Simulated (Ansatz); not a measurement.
The same redistribution along the group F, Cl, Br, I.

Program: Ansatz. Geometries: PBE0-D4/def2-TZVP. ΔE: electronic, gas phase. CBS: MP2 limit from def2 TZ/QZ plus the TZ coupled-cluster correction, frozen cores. Functionals use def2-TZVPP. Elements past krypton have def2 core potentials. For Br, I, Zr outer-core shells are correlated without core-valence functions, which leaves a few kJ/mol of doubt a bond. Scalar relativity is left out up to krypton. One conformer a species, not always the lowest.

```csv
reaction,CCSD(T)/CBS(def2) (eV)
`[OH][Zr]([OH])([OH])[F]` + `S[SiH]1CO1` → `[OH][Zr]([OH])([OH])[SH]` + `F[SiH]1CO1`,0.03
`[OH][Zr]([OH])([OH])[Cl]` + `S[SiH]1CO1` → `[OH][Zr]([OH])([OH])[SH]` + `Cl[SiH]1CO1`,?
`[OH][Zr]([OH])([OH])[Br]` + `S[SiH]1CO1` → `[OH][Zr]([OH])([OH])[SH]` + `Br[SiH]1CO1`,0.43
`[OH][Zr]([OH])([OH])[I]` + `S[SiH]1CO1` → `[OH][Zr]([OH])([OH])[SH]` + `I[SiH]1CO1`,0.42
```

Problem. Fill in the missing values. (An estimate is asked.)

Solution. Ansatz gave: `[OH][Zr]([OH])([OH])[Cl]` + `S[SiH]1CO1` → `[OH][Zr]([OH])([OH])[SH]` + `Cl[SiH]1CO1`: +0.37 eV.

Largest T1 diagnostic: 0.017, for `[OH][Zr]([OH])([OH])[SH]`.
